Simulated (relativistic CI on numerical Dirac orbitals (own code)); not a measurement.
**Nb IX: computed level list**

Method of calculation: Dirac-Coulomb-Breit CI, orbitals from a KLI potential per configuration, model QED, valence Slater integrals scaled by 0.9, P86 correlation estimate, and configurations built on the next ion tied to the tabulated ionisation energy (semi-empirical) (own radial code, finite nucleus).

Configurations in the expansion (outside the closed core [Ar] 3d10): 4s2.4p3, 4s2.4p2.4d, 4s2.4p2.5s, 4s2.4p2.5p, 4s2.4p2.5d, 4s2.4p2.6s, 4s2.4p2.4f, 4s2.4p2.5f, 4s.4p4, 4p5, 4s2.4p.4d2, 4s.4p3.4d, 4p3.4d2, 4s.4p3.4f, 4p4.4d, 4s2.4p.4f2, 4s2.4p.4d.5s, 4s.4p2.4d2, 4s2.4p.4d.5p, 4s2.4p.4d.4f, 4p4.5s, 4s.4p3.5s, 4p3.4f2, 4p4.5p. Levels of other configurations are missing.

The lowest level is 4s2.4p3 4S°_3/2, with 86 % of that term; Hund's rules for 4s2.4p3 give 4S° with J = 3/2, in agreement.

| No. | Configuration | Term | J | E (cm⁻¹) | % | Next component (%) |
| --- | --- | --- | --- | --- | --- | --- |
| 1 | 4s2.4p3 | 4S° | 3/2 | 0 | 86 | 10 2P° |
| 2 | 4s2.4p3 | 2D° | 3/2 | 24354 | 75 | 15 2P° |
| 3 | 4s2.4p3 | 2D° | 5/2 | 31425 | 98 | 2 4s.4p3.4d 2D° |
| 4 | 4s2.4p3 | 2P° | 1/2 | 49695 | 97 | 1 4p5 2P° |
| 5 | 4s2.4p3 | 2P° | 3/2 | 61552 | 73 | 20 2D° |
| 6 | 4s.4p4(3P)‡ | 4P | 5/2 | 207276 | 88 | 7 4s2.4p2.4d 4P |
| 7 | 4s.4p4(3P)‡ | 4P | 3/2 | 219411 | 89 | 8 4s2.4p2.4d 4P |
| 8 | 4s.4p4(3P)‡ | 4P | 1/2 | 223486 | 86 | 8 4s2.4p2.4d 4P |
| 9 | 4s.4p4(1D)‡ | 2D | 3/2 | 254234 | 77 | 15 4s2.4p2.4d 2D |
| 10 | 4s.4p4(1D)‡ | 2D | 5/2 | 258058 | 79 | 15 4s2.4p2.4d 2D |
| 11 | 4s.4p4(1S)‡ | 2S | 1/2 | 289387 | 52 | 23 2P |
| 12 | 4s.4p4(3P)‡ | 2P | 3/2 | 291260 | 53 | 39 4s2.4p2.4d 2P |
| 13 | 4s.4p4(3P)‡ | 2P | 1/2 | 310360 | 32 | 29 4s2.4p2.4d 2P |
| 14 | 4p2(3P).4d | 4F | 3/2 | 316300 | 84 | 7 4D |
| 15 | 4p2(3P).4d | 4F | 5/2 | 321125 | 75 | 18 4D |
| 16 | 4p2(3P).4d | 4F | 7/2 | 329005 | 82 | 15 4D |
| 17 | 4p2(1D).4d | 2F | 5/2 | 329772 | 69 | 16 4D |
| 18 | 4p2(3P).4d | 4D | 1/2 | 333382 | 93 | 4 4s.4p4 2P |
| 19 | 4p2(3P).4d | 4D | 3/2 | 334630 | 84 | 9 4F |
| 20 | 4p2(1D).4d | 2F | 7/2 | 334656 | 48 | 40 4D |
| 21 | 4p2(3P).4d | 4F | 9/2 | 337078 | 88 | 10 2G |
| 22 | 4p2(3P).4d | 4D | 5/2 | 340936 | 58 | 26 2F |
| 23 | 4p2(3P).4d | 4D | 7/2 | 353196 | 42 | 41 2F |
| 24 | 4p2(3P).4d | 2P | 3/2 | 364145 | 54 | 33 4s.4p4 2P |
| 25 | 4p2(1D).4d | 2G | 7/2 | 366458 | 86 | 10 2F |
| 26 | 4p2(1D).4d | 2G | 9/2 | 370945 | 88 | 10 4F |
| 27 | 4p2(3P).4d | 4P | 5/2 | 376667 | 81 | 7 2D |
| 28 | 4p2(1D).4d | 2P | 1/2 | 378177 | 49 | 21 4s.4p4 2P |
| 29 | 4p2(3P).4d | 4P | 3/2 | 379602 | 47 | 31 2D |
| 30 | 4p2(3P).4d | 2D | 3/2 | 383939 | 56 | 33 4P |
| 31 | 4p2(3P).4d | 4P | 1/2 | 384937 | 64 | 15 2P |
| 32 | 4p2(3P).4d | 2D | 5/2 | 396771 | 85 | 6 4s.4p4 2D |
| 33 | 4p2(1D).4d | 2D | 3/2 | 403851 | 74 | 12 4s.4p4 2D |
| 34 | 4p2(1D).4d | 2D | 5/2 | 404709 | 88 | 4 4s.4p4 2D |
| 35 | 4p2(1D).4d | 2P | 1/2 | 409191 | 72 | 19 2S |
| 36 | 4p2(3P).4d | 2F | 5/2 | 414898 | 69 | 23 2D |
| 37 | 4p2(1D).4d | 2S | 1/2 | 419940 | 56 | 18 2P |
| 38 | 4p2(1D).4d | 2P | 3/2 | 421857 | 80 | 9 2D |
| 39 | 4p2(3P).4d | 2F | 7/2 | 422470 | 95 | 1 4s.4p2.4d2 2F |
| 40 | 4p2(3P).4d | 2D | 3/2 | 441113 | 94 | 1 4p4.4d 2D |
| 41 | 4p2(3P).4d | 2D | 5/2 | 441550 | 68 | 25 2F |
| 42 | 4p5‡ | 2P° | 3/2 | 483616 | 68 | 29 4s.4p3.4d 2P° |
| 43 | 4s.4p3(4S°)<5S°>.4d‡ | 6D° | 1/2 | 495827 | 97 | 2 4P° |
| 44 | 4s.4p3(4S°)<5S°>.4d‡ | 6D° | 3/2 | 496203 | 97 | 1 4P° |
| 45 | 4s.4p3(4S°)<5S°>.4d‡ | 6D° | 5/2 | 496685 | 97 | 2 4D° |

Energies count from the lowest computed level; ° marks odd parity. Percentages are summed over parent terms; the parents shown are those of the largest component, closed shells are left out there, and <> holds an intermediate term. ‡ marks configurations that were not tied to measured data.

The mean weight of the leading LS term, summed over parents, in these 45 levels is 75 %, and that of the leading jj configuration (from the same eigenvectors) 56 %, so LS coupling describes them better.

Configurations that consist of the next ion and one excited electron were tied to the tabulated ionisation energy; Rydberg ones are usually within 1,000 to 3,000 cm⁻¹ and the lowest ones within about 6,000 (9,000 in d shells), while levels on excited terms of the next ion carry the error of that term, and the other configurations can be misplaced by 10,000 cm⁻¹ or more. Rates follow the energies as ν³ (E1, M1) or ν⁵ (E2), so rates, branching and lifetimes can be off by large factors.

LS names give the leading component of a level, which can be under half, so a name can repeat, a term be missing and a line seem to break the LS rules.
